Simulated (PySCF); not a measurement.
**How methods differ on the ionisation energy of V⁺**

V⁺ [Ar] 3d4 (5D) → V²⁺ [Ar] 3d3 (4F), as a difference of total energies. All numbers are calculated (PySCF 2.14, the non-relativistic Hamiltonian (point nucleus), in def2-SVP). Correlated levels: valence: [Ar] frozen. The calculations carry no spin-orbit coupling.

```csv
method,ionisation energy (eV)
UHF,13.074
M06-2X,14.589
PBE0,14.794
MP2 (valence),13.633
SCS-MP2 (valence),13.260
```

Task: How much does correlation contribute at MP2 (valence)?

Result: 13.633 − (13.074) = 0.559 eV, measured against UHF.

These non-relativistic numbers lack the scalar-relativistic shift.

The reference lies between the lowest fine-structure levels, while these numbers refer to the centres of the terms.

Errors of the correlated levels include the incompleteness of this basis and the frozen core.

For comparison: 14.634 ± 0.007 eV (measured; NIST Atomic Spectra Database, ionization energies).
